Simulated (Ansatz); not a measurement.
Born–Oppenheimer molecular dynamics of BFH3NO (7 atoms, charge 0, multiplicity 1). It starts from a relaxed structure.

All numbers below come from Ansatz 0.2.0, RKS r2SCAN-D4/def2-SVP.

* ensemble: NVT, Nosé–Hoover chain
* time step: 0.5 fs
* steps asked: 150
* set temperature: 300 K
* thermostat: time constant 300 fs, chain length 5
* seed: 600132

Frames 5 fs apart, positions in Å, forces in eV/Å.

Velocities at 5 fs (Å/ps):

```
B -0.62 -4.66 -1.69
F 0.78 0.96 1.97
O -0.51 0.07 -0.04
H 6.17 20.79 0.78
N -0.34 -0.74 -1.07
H -6.58 18.55 5.04
H 5.24 1.59 -9.31
```

```xyz
7
Properties=species:S:1:pos:R:3:forces:R:3 time_fs=5 energy_less_start_eV=0.121 T=113
B -0.030 -0.216 0.047 -1.59 0.46 1.04
F -0.195 -0.271 1.407 0.12 -0.12 -1.01
O 1.235 -0.230 -0.395 0.88 -0.05 -0.56
H 1.341 -0.057 -1.341 -0.06 -0.12 0.26
N -1.212 -0.064 -0.751 1.36 -0.24 0.73
H -2.097 0.050 -0.257 0.10 -0.01 -0.76
H -1.102 0.009 -1.759 -0.81 0.08 0.30
7
Properties=species:S:1:pos:R:3:forces:R:3 time_fs=10 energy_less_start_eV=0.066 T=199
B -0.048 -0.233 0.050 -0.12 0.71 0.80
F -0.191 -0.267 1.410 -0.03 -0.23 -1.00
O 1.238 -0.230 -0.399 0.04 -0.26 0.41
H 1.361 0.031 -1.309 -0.07 -0.02 -0.38
N -1.205 -0.069 -0.751 0.77 -0.25 0.49
H -2.091 0.134 -0.327 -0.44 0.00 0.07
H -1.163 0.024 -1.748 -0.15 0.05 -0.39
7
Properties=species:S:1:pos:R:3:forces:R:3 time_fs=15 energy_less_start_eV=0.161 T=52
B -0.069 -0.234 0.070 1.65 0.73 -0.36
F -0.187 -0.266 1.402 -0.25 -0.27 -0.02
O 1.242 -0.233 -0.401 -0.65 -0.04 0.09
H 1.355 0.097 -1.305 -0.23 -0.28 0.31
N -1.191 -0.077 -0.746 -2.01 0.54 -0.95
H -2.121 0.204 -0.408 0.71 -0.42 0.44
H -1.258 0.042 -1.762 0.78 -0.27 0.49
7
Properties=species:S:1:pos:R:3:forces:R:3 time_fs=20 energy_less_start_eV=0.091 T=160
B -0.058 -0.220 0.082 0.65 0.50 -1.34
F -0.186 -0.269 1.393 -0.30 -0.22 0.78
O 1.238 -0.238 -0.398 -0.44 -0.09 0.44
H 1.307 0.118 -1.285 0.00 -0.09 -0.28
N -1.199 -0.079 -0.751 0.47 -0.11 0.54
H -2.079 0.205 -0.375 -0.66 0.03 0.47
H -1.198 0.013 -1.745 0.28 -0.02 -0.61
7
Properties=species:S:1:pos:R:3:forces:R:3 time_fs=25 energy_less_start_eV=0.136 T=91
B -0.034 -0.195 0.068 -1.37 0.02 -0.05
F -0.188 -0.274 1.392 -0.13 -0.06 0.30
O 1.228 -0.243 -0.392 0.69 0.22 -0.56
H 1.258 0.102 -1.292 0.25 -0.21 -0.03
N -1.207 -0.080 -0.751 0.88 0.11 0.57
H -2.086 0.180 -0.283 0.45 -0.22 -0.89
H -1.084 -0.028 -1.768 -0.76 0.14 0.65
7
Properties=species:S:1:pos:R:3:forces:R:3 time_fs=30 energy_less_start_eV=0.083 T=173
B -0.036 -0.169 0.054 -0.90 -0.46 1.27
F -0.193 -0.280 1.395 -0.02 0.14 -0.34
O 1.227 -0.245 -0.393 0.71 0.33 -0.76
H 1.264 0.041 -1.316 0.26 -0.20 0.10
N -1.197 -0.080 -0.741 1.07 0.00 0.27
H -2.080 0.127 -0.329 -0.74 0.08 0.08
H -1.116 -0.037 -1.735 -0.39 0.12 -0.62
7
Properties=species:S:1:pos:R:3:forces:R:3 time_fs=35 energy_less_start_eV=0.094 T=157
B -0.054 -0.154 0.064 1.38 -0.70 0.67
F -0.197 -0.284 1.395 -0.03 0.22 -0.08
O 1.236 -0.243 -0.402 -0.24 0.20 0.38
H 1.327 -0.059 -1.338 -0.03 -0.01 -0.24
N -1.179 -0.079 -0.730 -2.37 0.54 -1.54
H -2.138 0.069 -0.395 0.72 -0.19 0.35
H -1.228 -0.025 -1.751 0.56 -0.06 0.47
7
Properties=species:S:1:pos:R:3:forces:R:3 time_fs=40 energy_less_start_eV=0.069 T=195
B -0.048 -0.153 0.086 0.80 -0.57 -1.46
F -0.203 -0.285 1.394 0.01 0.17 0.57
O 1.242 -0.237 -0.409 -0.25 0.19 0.29
H 1.379 -0.173 -1.367 -0.39 0.01 0.44
N -1.188 -0.070 -0.738 -0.37 0.19 0.08
H -2.121 -0.021 -0.366 -0.23 -0.02 0.43
H -1.235 -0.017 -1.739 0.42 0.03 -0.35
7
Properties=species:S:1:pos:R:3:forces:R:3 time_fs=45 energy_less_start_eV=0.078 T=182
B -0.026 -0.165 0.080 -0.99 -0.30 -1.24
F -0.207 -0.285 1.399 0.19 0.16 0.07
O 1.245 -0.229 -0.409 0.16 0.05 0.77
H 1.357 -0.280 -1.356 -0.19 0.07 -0.31
N -1.207 -0.057 -0.746 1.14 -0.06 1.05
H -2.108 -0.114 -0.271 0.13 0.08 -0.62
H -1.157 -0.007 -1.759 -0.44 0.00 0.28
7
Properties=species:S:1:pos:R:3:forces:R:3 time_fs=50 energy_less_start_eV=0.074 T=188
B -0.023 -0.183 0.050 -1.25 -0.01 0.95
F -0.210 -0.282 1.404 0.28 0.12 -0.96
O 1.250 -0.220 -0.402 0.26 -0.17 -0.43
H 1.288 -0.366 -1.359 0.10 0.17 0.24
N -1.207 -0.045 -0.739 1.15 -0.18 0.50
H -2.098 -0.197 -0.281 -0.10 0.10 -0.38
H -1.162 0.005 -1.748 -0.45 -0.03 0.08
7
Properties=species:S:1:pos:R:3:forces:R:3 time_fs=55 energy_less_start_eV=0.109 T=134
B -0.043 -0.202 0.039 0.80 0.21 1.90
F -0.209 -0.278 1.398 0.13 -0.02 -0.95
O 1.258 -0.214 -0.399 -0.66 -0.28 -0.27
H 1.242 -0.420 -1.342 0.35 0.17 -0.05
N -1.191 -0.037 -0.724 -0.96 -0.22 -0.86
H -2.110 -0.252 -0.363 -0.02 0.09 0.44
H -1.253 0.013 -1.729 0.37 0.06 -0.21
7
Properties=species:S:1:pos:R:3:forces:R:3 time_fs=60 energy_less_start_eV=0.112 T=129
B -0.049 -0.216 0.065 1.19 0.52 -0.23
F -0.207 -0.274 1.382 -0.04 -0.19 0.52
O 1.257 -0.211 -0.398 -0.78 -0.29 0.24
H 1.271 -0.433 -1.333 0.16 0.14 -0.19
N -1.189 -0.032 -0.722 -1.58 -0.44 -0.91
H -2.115 -0.286 -0.365 0.48 0.26 0.24
H -1.273 0.033 -1.737 0.56 0.01 0.34
```

Of the whole run (75 fs, mean temperature of the second half 152 K): The conserved energy stayed within 0.15 meV per atom of its start (net change 0.094 meV per atom), so the integration is sound. The mean temperature of the second half is 49 % below the set value. A run of 0.075 ps of so small a system gives no equilibrium averages.

Run time: 4.9 min on 1 thread of AMD EPYC 7R43 64-Core Processor (Zen 3), with other jobs on the host, peak memory 0.12 GiB.
